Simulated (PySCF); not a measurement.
PySCF input file for C₄HCl₂F, SMILES C#CC(F)=C(Cl)Cl, PBE-D3(BJ)/def2-SVP. Geometry optimised at PBE-D3(BJ)/def2-SVP. The structure was generated by enumeration, and PubChem lists no compound with its InChIKey, so it may never have been made.

```python
import numpy as np
from pyscf import gto, scf, dft, df
from pyscf.hessian import thermo

mol = gto.M(
    atom='''
    C    -0.16377521    3.15184814    0.00000000
    C     0.21249366    1.98489709   -0.00000000
    C     0.68412474    0.65050292    0.00000000
    F     2.02067703    0.48573540    0.00000000
    C    -0.11350163   -0.46117384   -0.00000000
    Cl   -1.83130792   -0.34359614    0.00000000
    Cl    0.57252571   -2.03915785    0.00000000
    H    -0.50284505    4.17875339    0.00000000
    ''',
    basis='def2-SVP',
    charge=0,
    spin=0,
    max_memory=1600,
    verbose=3,
)
mf = dft.RKS(mol, xc='pbe').density_fit(auxbasis='def2-universal-jkfit')
mf.disp = 'd3bj'
mf.grids.level = 3
mf.conv_tol = 1e-11
mf.max_cycle = 100
mf.kernel()

# analytic Hessian; the response equations are solved on a coarser grid
h, args, fine = mf.Hessian(), (mf.mo_energy, mf.mo_coeff, mf.mo_occ), mf.grids
h.max_memory = max(150, 2.5e-5 * df.make_auxmol(mol, mf.with_df.auxbasis).nao * mol.nelec[0] * (mol.nelec[0] + mol.nao))  # MB; small integral blocks
h1ao = h.make_h1(mf.mo_coeff, mf.mo_occ)
mf.grids = dft.Grids(mol).set(level=1).build(with_non0tab=True)
mo1, mo_e1 = h.solve_mo1(*args, h1ao)
mf.grids = fine
hess = h.hess_elec(*args, mo1, mo_e1, h1ao) + h.hess_nuc()
if mf.do_disp():
    hess += h.get_dispersion()
for i in range(mol.natm):  # the analytic DFT Hessian lacks the response of the grid: restore translational invariance
    hess[i, i] -= hess[i].sum(axis=0)
hess = (hess + hess.transpose(1, 0, 3, 2)) / 2
vib = thermo.harmonic_analysis(mol, hess, imaginary_freq=False)
thermo.dump_normal_mode(mol, vib)
th = thermo.thermo(mf, vib['freq_au'][vib['freq_au'] > 0], 298.15, 101325)
thermo.dump_thermo(mol, th)
g0 = mf.nuc_grad_method().set(verbose=0).kernel()

# dipole derivatives [dipole axis, atom, xyz] from the same response
r, irp = mol.intor('int1e_r'), mol.intor('int1e_irp').reshape(3, 3, mol.nao, mol.nao)
sl, dm0, ok = mol.aoslice_by_atom(), np.array(mf.make_rdm1()), []
dmu = np.einsum('a,xt->xat', mol.atom_charges(), np.eye(3))
for a, (_, _, p0, p1) in enumerate(sl):
    dmu[:, a] += 2 * np.einsum('xtij,ij->xt', irp[:, :, :, p0:p1], dm0.reshape(-1, mol.nao, mol.nao).sum(0)[:, p0:p1])
    for u, c, occ, f in [(mo1, mf.mo_coeff, mf.mo_occ, 4)]:
        dmu[:, a] -= f * np.einsum('tui,xuv,vi->xt', u[a], r, c[:, occ > 0], optimize=True)
L = vib['norm_mode']
ir = 974.8801 * (np.einsum('xat,kat->kx', dmu, L) ** 2).sum(1)       # km/mol
apt = np.einsum('xax->a', dmu) / 3
print('mode   freq/cm-1   IR/(km/mol)')
for k, w in enumerate(vib['freq_wavenumber']):
    print(f'{k + 1:4d} {w:11.2f} {ir[k]:13.3f}')
print('max |gradient| / (hartree/bohr):', abs(g0).max())
print('APT charges:', apt.round(4))
```

It prints:

```
converged SCF energy = -1172.03296629306

WARN: DFTD3 does not support analytical Hessian, using finite difference


WARN: Mole.unit (angstrom) is changed to Bohr

Mode                                 0                   1                   2
Irrep
Freq [cm^-1]                       96.2599            118.7604            222.2359
Reduced mass [au]                   8.9884              5.9309             14.5709
Force const [Dyne/A]                0.0491              0.0493              0.4240
Char temp [K]                     138.4966            170.8698            319.7480
Normal mode                   x     y     z       x     y     z       x     y     z
       0   C                -0.00 -0.00  0.14   -0.18 -0.09 -0.00   -0.05 -0.03  0.00
       1   C                 0.00 -0.00  0.02    0.00 -0.03 -0.00    0.07  0.01 -0.00
       2   C                 0.00 -0.00 -0.06    0.05 -0.01  0.00    0.01 -0.01 -0.00
       3   F                 0.00  0.00 -0.12    0.05 -0.00  0.00   -0.01 -0.15 -0.00
       4   C                 0.00 -0.00 -0.02    0.04 -0.00  0.00   -0.04  0.03 -0.00
       5  Cl                 0.00  0.00 -0.06    0.04  0.08  0.00   -0.04  0.00 -0.00
       6  Cl                -0.00 -0.00  0.09   -0.03 -0.03 -0.00    0.06  0.08  0.00
       7   H                -0.00 -0.00  0.25   -0.31 -0.13 -0.00   -0.14 -0.06  0.00
Mode                                 3                   4                   5
Irrep
Freq [cm^-1]                      258.3444            272.7158            393.8594
Reduced mass [au]                   8.3669             16.1667              8.8429
Force const [Dyne/A]                0.3290              0.7084              0.8082
Char temp [K]                     371.7001            392.3774            566.6760
Normal mode                   x     y     z       x     y     z       x     y     z
       0   C                -0.00 -0.00 -0.07   -0.04  0.02 -0.00   -0.00  0.00 -0.06
       1   C                -0.00 -0.00  0.14    0.09  0.06  0.00   -0.00  0.00  0.17
       2   C                -0.00 -0.00  0.13    0.05  0.05  0.00    0.00  0.00 -0.01
       3   F                -0.00 -0.00 -0.10    0.06 -0.00 -0.00    0.00 -0.00 -0.00
       4   C                -0.00 -0.00  0.13    0.02  0.06  0.00    0.00  0.00 -0.21
       5  Cl                -0.00  0.00 -0.04    0.02 -0.10 -0.00    0.00 -0.00  0.02
       6  Cl                 0.00 -0.00 -0.01   -0.09  0.03 -0.00   -0.00 -0.00  0.03
       7   H                -0.00 -0.00 -0.22   -0.13 -0.01 -0.00   -0.00  0.00 -0.19
Mode                                 6                   7                   8
Irrep
Freq [cm^-1]                      416.9928            458.8964            590.5831
Reduced mass [au]                  15.8183             12.5968              2.1060
Force const [Dyne/A]                1.6206              1.5629              0.4328
Char temp [K]                     599.9598            660.2497            849.7175
Normal mode                   x     y     z       x     y     z       x     y     z
       0   C                -0.03  0.09  0.00    0.04 -0.07 -0.00   -0.00  0.00 -0.12
       1   C                -0.05  0.08 -0.00   -0.13 -0.12 -0.00   -0.00  0.00  0.11
       2   C                -0.06  0.05 -0.00    0.00 -0.04  0.00    0.00  0.00 -0.13
       3   F                -0.09 -0.10 -0.00    0.00 -0.02  0.00    0.00 -0.00  0.02
       4   C                 0.02  0.00  0.00    0.01  0.00  0.00    0.00  0.00  0.07
       5  Cl                 0.09  0.00 -0.00    0.06 -0.01  0.00   -0.00 -0.00 -0.00
       6  Cl                -0.01 -0.03  0.00   -0.04  0.10 -0.00    0.00 -0.00 -0.00
       7   H                -0.01  0.10  0.00    0.16 -0.03 -0.00    0.00  0.00  0.65
Mode                                 9                  10                  11
Irrep
Freq [cm^-1]                      603.9853            611.7296            691.9006
Reduced mass [au]                  11.2092              2.4347              1.2778
Force const [Dyne/A]                2.4092              0.5368              0.3604
Char temp [K]                     869.0003            880.1427            995.4908
Normal mode                   x     y     z       x     y     z       x     y     z
       0   C                 0.01 -0.08 -0.00   -0.00  0.00  0.06   -0.12 -0.04 -0.00
       1   C                 0.17 -0.01  0.00   -0.00  0.00  0.07    0.05  0.02  0.00
       2   C                -0.07 -0.05 -0.00    0.00  0.00 -0.19   -0.00 -0.00  0.00
       3   F                -0.11  0.07  0.00    0.00 -0.00  0.03    0.00  0.00  0.00
       4   C                -0.04 -0.04  0.00    0.00  0.00  0.09   -0.00  0.00  0.00
       5  Cl                 0.05  0.00 -0.00   -0.00 -0.00 -0.00    0.00 -0.00  0.00
       6  Cl                -0.01  0.03 -0.00    0.00 -0.00 -0.00    0.00 -0.00 -0.00
       7   H                -0.10 -0.12  0.00    0.00  0.00 -0.60    0.83  0.27  0.00
Mode                                12                  13                  14
Irrep
Freq [cm^-1]                      917.9034            970.4810           1264.8385
Reduced mass [au]                  11.6483             13.0227             11.5840
Force const [Dyne/A]                5.7824              7.2265             10.9189
Char temp [K]                    1320.6586           1396.3061           1819.8210
Normal mode                   x     y     z       x     y     z       x     y     z
       0   C                 0.03 -0.08  0.00    0.01 -0.04  0.00   -0.02  0.07 -0.00
       1   C                -0.01 -0.06 -0.00    0.01 -0.02 -0.00   -0.02  0.02  0.00
       2   C                 0.05  0.09 -0.00    0.04  0.07 -0.00    0.20 -0.15  0.00
       3   F                -0.05  0.00  0.00   -0.09 -0.01  0.00   -0.09  0.02  0.00
       4   C                -0.06  0.21  0.00    0.23 -0.02  0.00   -0.03  0.02 -0.00
       5  Cl                 0.01 -0.01 -0.00   -0.04  0.00 -0.00   -0.00 -0.00  0.00
       6  Cl                 0.02 -0.05  0.00   -0.01  0.01  0.00    0.00  0.00 -0.00
       7   H                 0.05 -0.08 -0.00    0.03 -0.04 -0.00   -0.02  0.09  0.00
Mode                                15                  16                  17
Irrep
Freq [cm^-1]                     1606.8043           2147.4548           3404.2109
Reduced mass [au]                  11.8453              6.2829              1.1552
Force const [Dyne/A]               18.0186             17.0710              7.8878
Char temp [K]                    2311.8336           3089.7094           4897.9016
Normal mode                   x     y     z       x     y     z       x     y     z
       0   C                 0.01 -0.03  0.00   -0.05  0.15  0.00   -0.03  0.10  0.00
       1   C                -0.01 -0.00 -0.00    0.07 -0.21  0.00    0.01 -0.03  0.00
       2   C                 0.13  0.17 -0.00   -0.01  0.04 -0.00   -0.00  0.00  0.00
       3   F                -0.02 -0.00 -0.00   -0.00  0.00 -0.00   -0.00  0.00 -0.00
       4   C                -0.11 -0.16 -0.00    0.00  0.00 -0.00    0.00  0.00 -0.00
       5  Cl                 0.01  0.00 -0.00   -0.00  0.00 -0.00   -0.00 -0.00  0.00
       6  Cl                -0.00  0.01  0.00    0.00 -0.00  0.00    0.00 -0.00 -0.00
       7   H                 0.02 -0.03 -0.00   -0.09  0.27  0.00    0.29 -0.88 -0.00
temperature 298.1500 [K]
pressure 101325.00 [Pa]
Rotational constants [GHz] 2.35134 1.45376 0.89834
Symmetry number 1
Zero-point energy (ZPE) 0.03428 [Eh]   90006.768 [J/mol]
                           tot       elec      trans        rot        vib
Entropy [J/mol/K]       360.518      0.000    170.283    121.498     68.738
Cv [J/mol/K]            102.184      0.000     12.472     12.472     77.240
Cp [J/mol/K]            110.498      0.000     20.786     12.472     77.240
Internal energy [J/mol]                      3718.434   3718.434 101726.083
Internal energy [Eh]   -1171.99139  -1172.03297
Enthalpy [J/mol]                             6197.391   3718.434 101726.083
Enthalpy [Eh]          -1171.99044
Gibbs free energy [J/mol]                  -44572.366 -32506.208  81231.915
Gibbs free energy [Eh] -1172.03138
mode   freq/cm-1   IR/(km/mol)
   1       96.26         0.805
   2      118.76         0.766
   3      222.24         2.129
   4      258.34         0.820
   5      272.72         1.238
   6      393.86         0.066
   7      416.99         2.052
   8      458.90         6.146
   9      590.58        15.549
  10      603.99         6.958
  11      611.73        27.038
  12      691.90        25.466
  13      917.90        91.147
  14      970.48       155.257
  15     1264.84        79.159
  16     1606.80        18.397
  17     2147.45         7.081
  18     3404.21       104.041
max |gradient| / (hartree/bohr): 4.956608091916185e-05
APT charges: [-0.273  -0.0354  0.4668 -0.4432  0.6085 -0.2376 -0.3115  0.2255]
```

The run converged.
